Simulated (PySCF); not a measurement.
# Two-dimensional NMR puzzle

Compound of formula C₆H₁₄O. Correlations simulated from computed shifts and couplings:

HSQC (one-bond C–H):
```tsv
δH	δC	¹J(C,H) (Hz)
3.39	69.0	139
1.05	22.8	132
```

COSY cross peaks (|J| ≥ 2 Hz):
```tsv
δH	δH	abs. J (Hz)	bonds
3.39	1.05	6.7	3
```

HMBC (two and three bonds, |J| ≥ 2.5 Hz):
```tsv
δH	δC [abs. J in Hz]
3.39	69.0 [5.2]
1.05	69.0 [3.4], 22.8 [5.2]
```

No solvent model, averaged over atoms made equivalent by symmetry, fast rotation or ring inversion, a single conformation, relativity neglected. B3LYP/pcJ-1 coupling constants (without the spin–dipole term); σ from GIAO-KT3/pcSseg-1; coordinates at the PBE0-D3(BJ)/def2-SVP level; PySCF 2.14.0 with density-fitted response routines.

Chemical shifts δ = σref − σ; ¹H and ¹³C vs TMS, all at this level.

Exchangeable hydrogens are left out of these lists, and C,H couplings along chains are those of one rotamer, so weak HMBC peaks may be missing or extra.

Work out the connectivity.

## Answers

SMILES C(C)(C)OC(C)C.

Structure with atom numbers: `[CH3:1][CH:2]([CH3:3])[O:4][CH:5]([CH3:6])[CH3:7]`. Each H is labelled by its parent atom.

δC 69.0 is C2/C5, an sp3 CH bonded to O (δH 3.39). δC 22.8 is C1/C3/C6/C7, a methyl carbon (δH 1.05). COSY links 3.39–1.05.

The data come from this structure; uniqueness wasn't tested.

Unscaled 3J(H,H) at this level run about 10 % above measured values. Shifts are as computed, not scaled to solution data. Of 1211 compounds with measured shifts, 218 miss one by over three times the rms of a fit or turn the order of signals round; such compounds aren't used in these exercises.
